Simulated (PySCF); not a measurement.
Compound: BiF5.
SMILES: `[F][Bi]([F])([F])([F])[F]`

Computed, not measured: TDDFT wB97X-D/def2-SVPD, vertical, gas phase, core orbitals frozen in the response, def2 core potentials past Kr in PySCF 2.14.0, density-fitted response routines. Geometry: PBE0-D3(BJ)/def2-SVP; no solvent, vibrations or thermal averaging. Spin–orbit coupling is left out.

| state | E (eV) | E (hartree) | f | \|μ\| (D) | main configurations (H = HOMO, L = LUMO) |
| --- | --- | --- | --- | --- | --- |
| S1 | 4.15 | 0.1524 | 0.0000 | 0.03 | H→L (99%) |
| S2 | 4.22 | 0.1551 | 0.0001 | 0.06 | H-1→L (99%) |
| S3 | 4.53 | 0.1666 | 0.0031 | 0.43 | H-4→L (81%), H-6→L (17%) |
| S4 | 4.55 | 0.1673 | 0.0058 | 0.58 | H-3→L (83%), H-8→L (14%) |
| S5 | 4.79 | 0.1760 | 0.0001 | 0.09 | H-7→L (83%), H-8→L (14%) |
| S6 | 4.89 | 0.1798 | 0.039 | 1.45 | H-5→L (90%) |
| S7 | 5.02 | 0.1844 | 0.041 | 1.47 | H-6→L (76%), H-4→L (14%) |
| S8 | 5.04 | 0.1853 | 0.038 | 1.41 | H-8→L (67%), H-7→L (13%), H-3→L (12%) |
| S9 | 5.07 | 0.1861 | 0.0011 | 0.24 | H-9→L (95%) |
| S10 | 5.08 | 0.1868 | 0.0003 | 0.12 | H-10→L (97%) |

Triplets (Tamm–Dancoff): T1 3.53 eV, H-2→L (98%); T2 3.73 eV, H→L (98%); T3 3.81 eV, H-1→L (97%); T4 3.99 eV, H-3→L (96%).

The lowest singlet lies at 4.15 eV (299 nm, ultraviolet) and is dark (f under 0.0005); its leading configuration is HOMO→LUMO (99%). The strongest level in the table is S7 at 5.02 eV (247 nm, f = 0.041). Löwdin shares by element: HOMO fluorine 99% or more; LUMO fluorine 46% or more, bismuth 25% (atoms not listed hold the other 29%). The listed states span 0.94 eV, and the widest gap between neighbours is 0.31 eV (S2 to S3). Weighted by f, the mean energy of these states is 4.95 eV. All these states lie below the vertical ionisation energy of 15.13 eV (ΔSCF). Only the lowest 10 singlets were computed, as vertical energies without vibronic structure.

On an Arm Neoverse V2 with one thread, on a shared host, this took 1.7 min of wall time.
